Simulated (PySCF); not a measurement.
Compound: C3H9Al2Cl2FSi.
SMILES: `C=C(F)[SiH2][CH2][AlH-]1[Cl+][AlH2-][Cl+]1`

Torsions of this conformer, `[CH2:1]=[C:2]([F:3])[SiH2:4][CH2:5][AlH-:6]1[Cl+:7][AlH2-:8][Cl+:9]1`: C1–C2–Si4–C5 124°, C2–Si4–C5–Al6 168°, Si4–C5–Al6–Cl7 57°.

The closed-shell ground state was solved at several levels (PySCF, density fitting, gas phase, non-relativistic). The structure is a single PBE0-D3(BJ)/def2-SVP conformer in the gas phase; no vibrational or solvent corrections.

```csv
level,basis functions,total energy (Eh),HOMO (eV),LUMO (eV),gap (eV),dipole (D)
B97-2/pcSseg-1,233,-1914.4038,-7.38,-0.86,6.52,1.12
PBE0/pcSseg-1,233,-1913.4850,-7.64,-0.91,6.73,1.13
```

(1) Estimate the row for CAM-B3LYP/def2-SVPD, a basis of 281 functions; the other rows only guide the guess.

(2) Over all these levels, which gives the widest orbital gap and which the narrowest?

(3) How far do the dipole and the HOMO energy spread over the levels?

## Answers

(1) Total energy -1913.7490 Eh, HOMO -9.03 eV, LUMO -0.03 eV, gap 9.00 eV, dipole 1.14 D.

(2) CAM-B3LYP/def2-SVPD (range-separated hybrid) has the widest, 9.00 eV, and B97-2/pcSseg-1 (global hybrid, 21 % exact exchange) the narrowest, 6.52 eV. Functional and basis both differ between the two, so the spread mixes both effects.

(3) The dipole runs from 1.12 to 1.14 D (mean 1.13 D) and the HOMO from -9.03 to -7.38 eV.
